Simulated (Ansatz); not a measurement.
Cost and result up the ladder for (BeO)3 ring (Be3O3) (6 atoms). The state is a singlet with charge 0. Geometry: PBE0-D4/def2-SVP.

```xyz
6

Be   -0.8636    0.2737   -0.9164
O     0.4899    0.5122   -1.4321
Be    1.2587    0.1393   -0.2385
O     1.0709   -0.3394    1.1363
Be   -0.3951   -0.4131    1.1550
O    -1.5607   -0.1728    0.2958
```

Ansatz on 4 threads of Intel Xeon on a shared host. Times are rough, and most runs start from the orbitals of an earlier one. ωB97X-V/def2-TZVP serves as the yardstick here, not as an exact answer. Differences are given only for rows in sets of like size (and for xTB, whose basis is part of the method), since another set adds its own error. Binding counts from free atoms at the same level (Be singlet, O triplet; other spins of the atoms weren't run), without zero-point energy or a counterpoise term.

B3LYP takes the VWN-RPA correlation. Correlated methods freeze 3 core orbitals.

Correlated methods converge slowly with the basis.

```
                         level  functions  wall time  binding energy per atom (eV)  difference from ωB97X-V/def2-TZVP (eV)
                      HF/6-31G         54     0.87 s                          3.09                                       –
                     HF/STO-3G         30      1.1 s                          3.34                                       –
                B3LYP-D4/6-31G         54      1.5 s                          4.54                                       –
              PBE0-D4/def2-SVP         69      2.2 s                          4.67                                       –
PBE-D4/def2-TZVP (with forces)        150      3.4 s                          4.93                                    0.19
             PBE0-D4/def2-TZVP        150      3.4 s                          4.73                                    0.00
            BHLYP-D4/def2-TZVP        150      3.5 s                          4.53                                   -0.20
           r2SCAN-D4/def2-TZVP        150        4 s                          4.87                                    0.14
          r2SCANh-D4/def2-TZVP        150      4.6 s                          4.80                                    0.06
             RPA@PBE/def2-TZVP        150      4.6 s                          4.13                                   -0.60
              B2PLYP/def2-TZVP        150        7 s                          4.74                                    0.00
             ωB97X-V/def2-TZVP        150        7 s                          4.73                                    0.00
            PBE-QIDH/def2-TZVP        150      7.5 s                          4.68                                   -0.05
            CCSD(T)/def2-TZVPP        150       16 s                          4.45                                   -0.29
```
